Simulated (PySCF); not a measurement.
# Excitation energy of Cr²⁺ by level of theory

Cr²⁺ [Ar] 3d4 (5D) → Cr²⁺ [Ar] 3d3 4p1 (high-spin determinant), as a difference of total energies. Computed with PySCF 2.14 in aug-cc-pVTZ-DK, with the spin-free X2C one-electron Hamiltonian (Gaussian nucleus). Correlated levels: valence: [Ar] frozen. The calculations carry no spin-orbit coupling.

| method | excitation energy (eV) |
| --- | --- |
| UHF | 11.042 |
| LDA | 11.882 |
| PBE | 11.536 |
| PBE0 | 11.611 |
| r2SCAN | 11.417 |
| TPSS | 11.422 |
| BP86 | 11.495 |
| M06-2X | 11.643 |
| M06-L | 11.748 |
| MP2 (valence) | 11.493 |
| SCS-MP2 (valence) | 11.192 |

Q: How much does correlation contribute at MP2 (valence)?

A: 11.493 − (11.042) = 0.451 eV, measured against UHF.

A first-order spin-orbit estimate (lowest level to lowest level, LS coupling) adds -0.050 eV.

The determinant of the upper state mixes LS terms, which raises its energy above the lowest term, most at the Hartree-Fock and MP2 levels.
